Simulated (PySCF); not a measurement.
BFH2O. Atoms are numbered in the order given.

```xyz
5

B     -0.4507    -0.0245     0.0000
H     -1.6438    -0.0351     0.0000
F      0.2058    -1.1781     0.0000
O      0.2856     1.1061     0.0000
H     -0.2394     1.9119     0.0000
```

Geometry optimised at B3LYP-D3(BJ)/def2-TZVP. The values are those of a single conformer.

These are PySCF with M06-2X/def2-TZVPD values and carry that method's errors.

Isolated molecule, no solvent.

Computed frontier levels, gap, dipole moment and polarisability:
```yaml
highest_occupied_level: -11.55 eV
lowest_empty_level: -0.04 eV
orbital_gap: 11.52 eV
dipole_moment: 2.52 D
quadrupole, principal values (traceless, Buckingham form, about the centre of nuclear charge): -3.14, 0.03, 3.11 D·Å
mean_static_polarisability: 20.2 bohr³ (2.99 Å³)
polarisability_principal_values: 16.8, 20.5, 23.2 bohr³
```
